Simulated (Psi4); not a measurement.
iodine (I₂), singlet, at a GFN2-xTB geometry (core potentials on I).

Input for Psi4:
```
memory 2 GB

molecule {
0 1
I    -0.00000000   -0.00000000   -1.33192124
I     0.00000000    0.00000000    1.33192124
}

set {
  basis def2-svp
  scf_type pk
  puream true
  d_convergence 1e-8
  dft_radial_points 99
  dft_spherical_points 590
}

energy('b3lyp5')
print_variables()
```

Q: Predict the number of basis functions from B3LYP5/def2-SVP in Psi4.

A: 52

Q: Give the total energy at the level B3LYP5/def2-SVP.

A: -595.4117 Eh
